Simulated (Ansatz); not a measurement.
The first iterations of a band of CH₇NOSi (11 atoms, charge 0, multiplicity 1).

Level of theory: RKS PBE-D4/6-31G (Ansatz 0.2.0).

```json
{"movable images": "5", "climbing image": "yes", "spring": "5.0 eV/Å²", "optimiser": "quadratic models (default)", "start path": "IDPP", "force threshold": "0.05 eV/Å", "iteration limit": "60", "end points": "relaxed"}
```

Initial state:

```xyz
11
Properties=species:S:1:pos:R:3
N -0.935 -0.064 -1.029
C 0.257 0.677 -0.537
Si 0.706 -0.152 1.184
O -0.116 -1.682 0.993
H -0.977 -0.174 -2.045
H -1.821 0.295 -0.664
H 0.122 1.774 -0.479
H 1.094 0.484 -1.230
H 0.174 0.663 2.353
H 2.205 -0.318 1.345
H -0.643 -1.560 0.129
```

Final state:

```xyz
11
Properties=species:S:1:pos:R:3
N -0.072 -0.464 -1.539
C 0.300 0.656 -0.682
Si 0.448 -0.033 1.109
O -0.975 -1.015 1.440
H -0.087 -0.295 -2.543
H -0.842 -1.039 -1.202
H -0.390 1.537 -0.694
H 1.299 1.040 -0.967
H 0.570 1.116 2.108
H 1.607 -0.986 1.236
H -1.794 -0.573 1.753
```

| iteration | highest image above the first end (eV) | largest band force component (eV/Å) |
| --- | --- | --- |
| 1 | 0.404 | 0.939 |
| 2 | 0.326 | 0.347 |
| 3 | 0.314 | 0.295 |
| 4 | 0.305 | 0.394 |
| 5 | 0.300 | 0.255 |
| 6 | 0.295 | 0.110 |

Task: Does the band converge within its limit, and where does its top end?

Result: The run converged. It ended after 19 iterations with the highest image 0.244 eV above the first end. A vibrational analysis at the climbing image gives one clearly imaginary mode, 329i cm⁻¹: a first-order saddle point. Limits of this set-up: no polarisation functions.

The run took 3.6 min on 1 thread of Arm Neoverse V2, on a shared host, peak memory 0.1 GiB.
